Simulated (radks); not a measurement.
Numerical settings for neutral phosphorus, [Ne] 3s2 3p3. All-electron calculation, Dirac Kohn-Sham, PBEsol, spin-unpolarised, spherical densities, point nucleus; open shells fill j = l - 1/2 first. Program: a radial shooting solver on a logarithmic mesh with Libxc functionals. The defaults (mesh step 0.008 in ln r, mesh end at 40 bohr or more with all orbitals vanishing there, Anderson mixing 0.5 over 9 steps, residual threshold near 1e-9 with the energy settled to 1e-9 hartree or 1e-11 of itself, here a cap of 73 iterations) give E = -341.3160 hartree and 3p3/2 at -5.450 eV in 13 iterations. Run on one thread of a shared host, so times are rough (Arm Neoverse N1): 0.1 s of CPU time, 0.1 s wall, 13 iterations on 2597 mesh points. Changes against that run (0 stands for a change within the tolerance of the run):

setting,iterations,converged,E (mhartree),e(3p3/2) (meV),CPU (s)
mesh step in ln r 0.02,13,yes,0,0,0.05
mesh step in ln r 0.012,13,yes,0,0,0.07
mesh step in ln r 0.005,13,yes,0,0,0.15
mesh end (bohr) 5,13,yes,+67.9,+1.84e+03,0.09
mesh end (bohr) 3,13,level above zero,+1.28e+03,+1.64e+04,0.07
residual threshold 1e-16,73,no,0,0,0.31
residual threshold 0.1,9,yes,0,+0.0363,0.08
mixing 0.2,14,yes,0,0,0.1
"linear mixing, mixing 0.8",24,yes,0,0,0.14
"linear mixing, mixing 0.5",30,yes,0,0,0.17
mixing history 2,18,yes,0,0,0.12
iteration cap 5,5,no,+0.00181,+7.87,0.04

Settled on a wrong energy, with an occupied level pushed above zero by the early mesh end: mesh end (bohr) 3 (+1.28 hartree). Apart from these: settings that end as converged yet miss the energy by more than 1 mhartree: mesh end (bohr) 5 (+0.0679 hartree). A mesh that ends early acts as a hard wall.
